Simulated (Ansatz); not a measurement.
C2H8AlBS, 13 atoms. The species carries charge 0 and has multiplicity 1. The bonds changed during the relaxation, so this is another structure than the one it started from. All runs use 4 threads of an Arm Neoverse V1 on a shared host. Correlated methods freeze the cores.

Q: How many basis functions does each run have, and how long does it take in Ansatz? RKS LC-ωPBE/def2-TZVPP energy; direct RPA on PBE orbitals/def2-TZVPP energy; RHF-MP2/def2-QZVPP energy; RKS B2PLYP (frozen core)/def2-TZVPP energy; RKS PBE0-D4/def2-TZVP relaxation (8 steps); RKS PBE0-D4/def2-QZVPP energy; RKS ωB97M-V/def2-QZVPP energy; RKS ωB97M-V/def2-SVP energy; RHF-CCSD(T)/def2-TZVPP energy; RKS PBE0-D4/def2-TZVP frequencies; RKS ωB97X-V/def2-TZVPP energy; RHF-CCSD(T)/def2-SVP energy. (Estimate.)

A: The calculation gave: Other jobs shared the machine, so times are rough.

```csv
level,job,functions,wall time,peak host memory (GiB)
RKS LC-ωPBE/def2-TZVPP,energy,289,3.7 s,0.66
RKS ωB97M-V/def2-SVP,energy,118,6 s,0.4
RHF-CCSD(T)/def2-SVP,energy,118,6.5 s,0.59
direct RPA on PBE orbitals/def2-TZVPP,energy,289,7 s,0.83
RKS B2PLYP (frozen core)/def2-TZVPP,energy,289,8.5 s,0.89
RKS ωB97X-V/def2-TZVPP,energy,289,11 s,1
RKS PBE0-D4/def2-QZVPP,energy,551,12 s,2.4
RKS ωB97M-V/def2-QZVPP,energy,551,28 s,2.7
RHF-MP2/def2-QZVPP,energy,551,35 s,4.5
RKS PBE0-D4/def2-TZVP,relaxation (8 steps),215,38 s,0.63
RHF-CCSD(T)/def2-TZVPP,energy,289,3.5 min,8.5
RKS PBE0-D4/def2-TZVP,frequencies,215,3.6 min,0.64
```

LC-ωPBE has ω = 0.4 bohr⁻¹.
